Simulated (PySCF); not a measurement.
# 17O chemical shifts

- shielding tensors at PBE0/pcSseg-1 (GIAO)
- coordinates at the GFN2-xTB level
- code: PySCF
- non-relativistic Hamiltonian, no solvent, equivalent nuclei averaged, single conformer

Shieldings were converted by a linear fit to measured shifts: 17O (scatter 10.7 ppm rms, 12.2 ppm with the 3 outliers that the fit left out vs liquid water, solution or neat liquid). A few per cent of atoms miss by over 2 rms, more outside the fitted compound classes.

(1) Give the 17O shifts of `C=CO[SiH2]N`, `C=CO[SiH2]N`, `C=CCO[C@@H]1C=C(F)[SiH2]O1`, `CN[SiH2]/C=C(/C#N)OC`.

(2) Match the shifts 335.5, 67.7, -36.9 ppm to `C=CO[SiH2]N`, `CC[C@@H](F)C1COC1`, `CN(C=O)[C@@H]1C=N[SiH2]C1`.

Answers

(1) 
```tsv
compound	environment	δ (ppm)
C=CO[SiH2]N	oxygen bonded to C, Si	67.7
C=CO[SiH2]N	oxygen bonded to C, Si	67.7
[CH2:1]=[CH:2][CH2:3][O:4][C@@H:5]1[CH:6]=[C:7]([F:8])[SiH2:9][O:10]1	O4: ether oxygen	52.6
[CH2:1]=[CH:2][CH2:3][O:4][C@@H:5]1[CH:6]=[C:7]([F:8])[SiH2:9][O:10]1	O10: oxygen bonded to C, Si, in a 5-membered ring	26.6
CN[SiH2]/C=C(/C#N)OC	ether oxygen	58.8
```

(2) 335.5: CN(C=O)[C@@H]1C=N[SiH2]C1 (amide-type carbonyl oxygen); 67.7: C=CO[SiH2]N (oxygen bonded to C, Si); -36.9: CC[C@@H](F)C1COC1 (ether oxygen).
